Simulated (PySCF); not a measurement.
# CaP: frontier orbitals

M06-2X at R = 2.765 Å; basis Ca def2-TZVPP, P def2-TZVPP; no relativity; PySCF 2.14. State: ⁴Σ⁻ (quartet), unpaired electrons σ ↑, π ↑↑. Only the outer orbitals are listed, counted within each symmetry.

```tsv
spin	orbital	occ.	ε (eV)	on Ca (%)	main shells (%)
α	3π	1	-32.42	100	100 Ca p
α	3π	1	-32.42	100	100 Ca p
α	8σ	1	-32.36	100	100 Ca p
α	9σ	1	-16.77	4	95 P s
α	10σ	1	-7.44	18	80 P p, 15 Ca s
α	4π	1	-7.32	7	93 P p
α	4π	1	-7.32	7	93 P p
α	11σ	1	-4.99	92	74 Ca s, 14 Ca p
α	5π	0	-0.64	100	89 Ca p, 11 Ca d
α	5π	0	-0.64	100	89 Ca p, 11 Ca d
α	12σ	0	-0.20	99	51 Ca p, 46 Ca d
β	3π	1	-32.41	100	100 Ca p
β	3π	1	-32.41	100	100 Ca p
β	8σ	1	-32.22	100	100 Ca p
β	9σ	1	-14.08	6	94 P s
β	10σ	1	-6.19	24	74 P p, 21 Ca s
β	11σ	0	-2.66	89	63 Ca s, 26 Ca p, 11 P p
β	4π	0	-2.28	41	58 P p, 39 Ca p
β	4π	0	-2.28	41	58 P p, 39 Ca p
```

Which are the highest filled and the lowest empty level, where do they sit, and how wide is the gap?

Highest filled α 11σ at -4.99 eV (in %: 74 Ca s, 14 Ca p); lowest empty β 11σ at -2.66 eV (in %: 63 Ca s, 26 Ca p, 11 P p); the gap at M06-2X is 2.33 eV.

```
bond order (Mayer)                              : 0.93
⟨S²⟩                                            : 3.757
charge on Ca (Mulliken, basis-dependent)        : 0.42
charge on Ca (Löwdin, basis-dependent)          : 0.10
dipole moment (positive dipole means Ca(−)P(+)) : -3.79 D
```

The state is the lowest determinant that a PBE0 search found; another state may lie lower at other levels.
